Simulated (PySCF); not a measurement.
Ru³⁺: interval between two levels

Ru³⁺ [Kr] 4d5 [6S5/2, M_J = 5/2] → Ru³⁺ [Kr] 4d4 5s1 [6D9/2, M_J = 9/2], as a difference of total energies. All numbers are calculated (PySCF 2.14, the two-component X2C-1e Hamiltonian, in x2c-TZVPall-2c with one added diffuse shell each of s, p, d type (9s10p8d1f, 86 functions)). Correlated levels: [Ar] 3d10 frozen; the 6 highest virtual spinors dropped. "Screened" scales the spin-orbit matrix elements by Boettger's factors to mimic the two-electron term; Breit and QED terms are absent.

```csv
method,interval between two levels (cm⁻¹)
GHF (spin-free),90838
GMP2 (spin-free),88481
GHF (screened spin-orbit),92122
GMP2 (screened spin-orbit),89805
```

The labels give the starting determinants; with spin-orbit coupling the two ends relaxed to ⟨J²⟩ = 8.75, ⟨L²⟩ = 0.02, ⟨S²⟩ = 8.73 and ⟨J²⟩ = 24.76, ⟨L²⟩ = 6.08, ⟨S²⟩ = 8.71.
